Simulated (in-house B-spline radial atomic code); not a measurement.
## Re VIII (Re7+): [Xe] 4f14 (an excited or competing configuration)

All numbers are computed (Dirac-Hartree-Fock, average of configuration; Fermi nucleus of rms radius 5.3698 fm) with a radial B-spline atomic code at the basis-set limit, not measured.

Z_r = [3n² - l(l+1)]/(2<r>); Z_e = n√(-2ε); the last column is Slater's effective charge. Values are occupation-weighted means over j. An effective charge above Z reflects the relativistic contraction of the inner shells.

```
shell  electrons   ε (eV)  <r> (bohr)    Z_r    Z_e  Slater
   1s          2   -72236     0.01804  83.16  72.86   74.70
   2s          2   -12743     0.07554  79.43  61.21   70.85
   2p          6   -11209      0.0679  73.64  57.41   70.85
   3s          2  -3087.7      0.1965  68.71  45.19   63.75
   3p          6  -2621.5      0.1967  63.56  41.64   63.75
   3d         10  -2053.5      0.1793  58.56  36.86   53.85
   4s          2  -754.11      0.4406  54.47  29.78   47.25
   4p          6  -597.01      0.4669  49.27  26.50   47.25
   4d         10  -387.37      0.5002  41.99  21.34   35.85
   5s          2  -193.98       1.022  36.71  18.88   17.35
   4f         14  -156.66      0.5661  31.80  13.57   24.45
   5p          6  -148.07       1.146  31.85  16.49   17.35
```

The least bound orbital is 5p3/2 at -143.8 eV, and it is also the most diffuse (<r> = 1.171 bohr).

Spin-orbit splittings of the orbital energies (j = l + 1/2 above j = l - 1/2 when positive): 2p 1443 eV, 3p 318.1 eV, 3d 68.35 eV, 4p 74.96 eV, 4d 14.08 eV, 4f 2.687 eV, 5p 12.78 eV.

For the 1s electron the small component carries 8.02 % of the norm, the zero-frequency Breit interaction raises the level by 254.5 eV, self-energy by 159.7 eV, and vacuum polarisation lowers it by 30.66 eV.
